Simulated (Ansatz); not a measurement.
`C[SiH](F)[SiH2]O` + PH₃ → `C[SiH](F)P` + silanol at 700 K and 1 bar (cleavage of the Si–Si bond).

Program: Ansatz. Geometries: PBE0-D4/def2-TZVP. ΔE: electronic, gas phase. CCSD(T)/CBS is the MP2 limit (def2-TZVPP, def2-QZVPP) plus CCSD(T) − MP2 in def2-TZVPP, frozen cores. This one scheme is used for every species. Each species was taken in one conformer, which may not be the lowest.

```
           species  CCSD(T)/CBS energy (Eh)  H − E (kJ/mol)  S (J/(mol·K))
`C[SiH](F)[SiH2]O`               -795.50494           303.3          523.8
               PH₃               -342.72256            91.5          248.3
      `C[SiH](F)P`               -771.55123           249.5          453.4
         `O[SiH3]`               -366.69042           144.6          321.6
```

H − E and S are ideal-gas, rigid-rotor, harmonic terms from PBE0-D4/def2-TZVP, for one conformer and one mirror image of each species. 1 Eh = 2625.50 kJ/mol, R = 8.31446 J/(mol·K).

Task: By hand: ΔE, ΔH, ΔS and ΔG.

Result: ΔE = (-771.55123) + (-366.69042) − (-795.50494) − (-342.72256) = -0.01415 Eh = -37.2 kJ/mol. Δ(H − E) = 249.5 + 144.6 − 303.3 − 91.5 = -0.7, so ΔH = -37.9 kJ/mol. ΔS = 453.4 + 321.6 − 523.8 − 248.3 = 2.9 J/(mol·K). ΔG = -37.9 − 700 × (2.9)/1000 = -39.9 kJ/mol.

Task: By hand: the equilibrium constant, and the temperature at which ΔG would vanish if ΔH and ΔS stayed fixed.

Result: log₁₀ K = −ΔG/(RT ln 10) = 3.0. ΔH and −TΔS have one sign here, so there is no such temperature. One of them is within its doubt of zero, so this could turn.

The number of gas molecules stays the same, so ΔS is small and ΔH decides. A doubt of 5 kJ/mol in ΔE shifts log₁₀ K by 0.4 here. Other conformers and mirror images would add mixing entropy, several J/(mol·K) or more a flexible species. Modes under 60 cm⁻¹, often nearly free rotors, make the harmonic entropy too high. These are equilibria of isolated gas molecules and say nothing of rates. Largest T1 diagnostic: 0.013 (customary marks: 0.02 for closed shells, 0.045 for open ones).
